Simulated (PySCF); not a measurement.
F⁺ (fluorine, charge +1): PBE calculation

Configuration: [He] 2s2 2p4, high-spin 3P determinant. Computed with PySCF 2.14 in jorge-DZP-DKH (4s2p1d, 15 functions), with scalar relativity by spin-free X2C-1e.

```
Total energy                                                  : -99.0936 hartree
One-electron energy                                           : -133.1606 hartree
Hartree (Coulomb) energy                                      : 43.9040 hartree
Exchange-correlation energy                                   : -9.8371 hartree
⟨S²⟩                                                          : 2.0014
⟨L²⟩                                                          : 2.004
Sum of ⟨r⟩                                                    : 6.198 bohr
Sum of ⟨r²⟩                                                   : 7.245 bohr²
Traceless quadrupole moment −½Σ⟨3z² − r²⟩ along its main axis : -0.535 e·bohr²
Langevin diamagnetic susceptibility                           : -5.74 ×10⁻⁶ cm³/mol
Time after the integrals                                      : 0.05 s of wall time on 1 thread of Intel(R) Xeon(R) 6975P-C (shared host)
```

```csv
shell,electrons,mean orbital energy (eV),spread (eV),"rms radius, mean of both spins (bohr)"
1s α,1,-684.91,0,0.204
1s β,1,-683.24,0,0.204
2s α,1,-49.038,0,1.07
2s β,1,-44.637,0,1.07
2p α,3,-29.969,2.749,1.11
2p β,1,-26.470,0,1.11
```
